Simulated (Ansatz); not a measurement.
Mulliken charges of C₃H₅FSi (`C#CC[SiH2]F`) from PBE/def2-TZVPP in Ansatz (PBE0-D4/def2-TZVP geometry).

| atom | x (Å) | y (Å) | z (Å) | charge (e) |
| --- | --- | --- | --- | --- |
| C1 | -1.155 | 1.138 | 1.678 | 0.008 |
| C2 | -0.376 | 0.372 | 1.179 | -0.284 |
| C3 | 0.529 | -0.518 | 0.485 | -0.237 |
| Si4 | 0.273 | -0.263 | -1.358 | 0.504 |
| F5 | 1.265 | -1.238 | -2.153 | -0.287 |
| H6 | -1.837 | 1.808 | 2.146 | 0.204 |
| H7 | 0.331 | -1.563 | 0.744 | 0.115 |
| H8 | 1.570 | -0.304 | 0.746 | 0.115 |
| H9 | -1.116 | -0.613 | -1.734 | -0.070 |
| H10 | 0.599 | 1.131 | -1.731 | -0.070 |

Question: By hand: the dipole of these point charges (1 e Å = 4.8032 D).

Answer: Σ q r = (-0.373, 0.367, 0.349) e Å, of length 0.629 e Å = 3.02 D.

Question: How does the dipole of the full density compare? (An estimate is asked.)

Answer: Ansatz gave: (-0.045, 0.044, 0.155) e Å, 0.80 D; the point charges give 3.77 times that, at 34° from its direction.

Point charges leave out the atoms' own dipoles, such as those of lone pairs, and Mulliken's split depends on the basis, so the two needn't agree.
